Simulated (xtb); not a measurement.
C₆H₁₄Te, SMILES CC([Te]C(C)C)C. All values are semi-empirical tight-binding results from xtb (GFN2-xTB unless named), good for trends rather than for accurate numbers. Geometry: GFN2-xTB. The values are those of a single conformer.

Optimised geometry:

Bonds (Å): C1–C2 1.517, C1–H8 1.088, C1–H9 1.091, C1–H10 1.088, C2–C3 1.517, C2–Te4 2.201, C2–H11 1.091, C3–H12 1.088, C3–H13 1.090, C3–H14 1.089, Te4–C5 2.202, C5–C6 1.517, C5–C7 1.517, C5–H15 1.091, C6–H16 1.088, C6–H17 1.088, C6–H18 1.091, C7–H19 1.088, C7–H20 1.088, C7–H21 1.090. Bond angles (°): C2–C1–H8 110.5, C2–C1–H9 110.1, C2–C1–H10 111.3, H8–C1–H9 108.2, H8–C1–H10 108.6, H9–C1–H10 108.0, C1–C2–C3 111.1, C1–C2–Te4 111.7, C1–C2–H11 109.4, C3–C2–Te4 109.8, C3–C2–H11 109.4, Te4–C2–H11 105.2, C2–C3–H12 111.1, C2–C3–H13 110.1, C2–C3–H14 110.5, H12–C3–H13 108.4, H12–C3–H14 108.4, H13–C3–H14 108.2, C2–Te4–C5 94.2, Te4–C5–C6 111.7, Te4–C5–C7 109.9, Te4–C5–H15 105.2, C6–C5–C7 111.0, C6–C5–H15 109.4, C7–C5–H15 109.4, C5–C6–H16 111.3, C5–C6–H17 110.6, C5–C6–H18 110.1, H16–C6–H17 108.5, H16–C6–H18 108.1, H17–C6–H18 108.2, C5–C7–H19 111.1, C5–C7–H20 110.5, C5–C7–H21 110.2, H19–C7–H20 108.4, H19–C7–H21 108.4, H20–C7–H21 108.1.
Charge 0, spin multiplicity 1.

A frequency run showed that this geometry is not a minimum.

orbital gap: 4.02 eV
static polarisability (D4 model): 113.1 bohr³
solvation energy, GFN2-xTB/ALPB(water): -1.0 kcal/mol
solvation energy, GFN2-xTB/ALPB(dmf): -7.3 kcal/mol

Problem. Give the atomic charges and the Wiberg bond orders between heavy atoms. (Estimate from the structure and the level; the computed values follow.)

Solution. charges (e) C1 -0.10, C2 -0.03, C3 -0.10, Te4 0.03, C5 -0.03, C6 -0.10, C7 -0.10, H8 0.04, H9 0.03, H10 0.03, H11 0.02, H12 0.03, H13 0.03, H14 0.03, H15 0.02, H16 0.03, H17 0.03, H18 0.03, H19 0.04, H20 0.03, H21 0.03. Bond orders C1–C2 1.03, C2–C3 1.03, C2–Te4 0.93, Te4–C5 0.93, C5–C6 1.03, C5–C7 1.03.
